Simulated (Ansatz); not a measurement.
Frontier orbitals of CH$_{6}$BFOSi (`CB(F)O[SiH3]`).

```xyz
11

C     1.031    1.372    1.161
B     0.044    0.654    0.191
F    -0.913    1.373   -0.417
O     0.099   -0.669   -0.077
Si   -0.824   -1.640   -1.056
H     0.479    1.862    1.968
H     1.566    2.169    0.635
H     1.761    0.691    1.598
H    -2.238   -1.625   -0.606
H    -0.267   -3.006   -0.933
H    -0.737   -1.180   -2.464
```

The species carries charge 0 and has multiplicity 1. The structure was optimised at the PBE0-D4/def2-TZVP level. It is one conformer, not always the lowest. Basis def2-TZVPP, the Gaussian-basis code of Ansatz.

Orbital energies of one run (eV). Highest occupied ones, from the top: -7.87, -7.99, -8.45, -9.13, -9.66, -9.76, -9.85, -11.23, -11.43, -11.87, -13.16, -14.73, -17.39, -25.34. Empty: -0.97, -0.78, 0.42, 0.60, 0.78, 0.78.

Task: Which functional gave them?
A. PBE0
B. LDA (SPW92)
C. ωB97X-V
D. LC-ωPBE

Result: B. HOMO energies: LDA (SPW92) -7.87, PBE0 -9.28, ωB97X-V -11.75, LC-ωPBE -12.09 eV.

LC-ωPBE has ω = 0.4 bohr⁻¹.
